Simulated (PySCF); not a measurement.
A structure optimised at PBE-D3(BJ)/def2-SVP, used in a PySCF frequency run:

```
C
C 1 1.3270
C 1 1.3300 2 174.27
N 2 1.4048 1 127.64 3 -88.49
H 4 1.0239 2 113.67 1 -14.82
H 4 1.0243 5 110.26 2 128.43
H 2 1.1062 1 117.71 3 87.54
H 3 1.1107 1 119.05 2 -175.70
B 3 1.5628 8 118.87 1 -179.72
F 9 1.3517 3 116.39 8 -0.06
C 9 1.5703 10 118.09 3 -179.81
H 11 1.1065 9 113.44 10 -178.14
H 11 1.1114 12 108.90 9 -123.13
H 11 1.1119 12 108.62 13 -114.53
```

**Question.** Write its SMILES and formula.

**Answer.** CB(F)C=C=CN, C₄H₇BFN

**Question.** What are its rotational constants (standard atomic weights)?

**Answer.** 6.0175, 1.1575, 1.0261 GHz
